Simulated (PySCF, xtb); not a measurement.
Ga(Cl)3 anion (Cl3Ga), SMILES [Cl][Ga]([Cl])[Cl] (connectivity only; charge and spin as stated), charge -1, multiplicity 2.

Harmonic wavenumbers (cm⁻¹) from GFN2-xTB run with xtb 6.7.1 at its own minimum, in rising order: 77, 77, 91, 242, 242, 252.

Problem. What does PBE0-D3(BJ)/def2-SVPD (PySCF) give at its own minimum? (The exact figures need the calculation; the answer reports its results.)

Solution. 101, 101, 132, 302, 321, 321. Paired by order, the mean absolute difference is 50 cm⁻¹ and the zero-point energies are 1.4 and 1.8 kcal/mol.
